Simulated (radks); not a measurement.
Radial electron density D(r) = 4 pi r^2 rho(r) of an atom or ion with 23.5 electrons. Method: Dirac Kohn-Sham, PBE, spin-unpolarised, spherical densities, finite nucleus; Fermi nuclear charge, rms radius of each element as measured or else 0.836 A^(1/3) + 0.57 fm; computed with a radial shooting solver on a logarithmic mesh with Libxc functionals.

r (bohr)  D(r) (e/bohr)
0.006078          4.857
0.007914          7.382
0.01031           10.89
0.01331           15.30
0.01733           20.70
0.02257           26.28
0.02939           30.81
0.03827           32.78
0.04983           31.41
0.06489           27.91
0.08382           25.76
0.1091            28.12
0.1421            33.99
0.1851            36.67
0.241             30.51
0.3138            19.52
0.4086            14.05
0.5278            16.21
0.6872            17.61
0.8948            12.81
1.165             6.069
1.517             2.175
1.976            0.9316
2.572            0.4886
3.323            0.1788
4.327           0.03004
5.634          0.001799

What is the nuclear charge?

Answer. Z = 27. The innermost maximum, from 1s, lies near gamma/Z bohr with gamma = sqrt(1 - (Z/c)^2) = 0.980, here 0.0363 bohr (found: 0.0392), and its height grows with Z. The density is that of the cobalt ion Co3.5+ in [Ar] 3d4.5 4p1; the configuration itself is not fixed sharply by these data, and Z only to about a unit. D(r) has 3 maxima, at r = 0.0392, 0.178, 0.645 bohr, and minima at 0.0852, 0.418 bohr, inside which lie 2.12, 10.69 electrons.
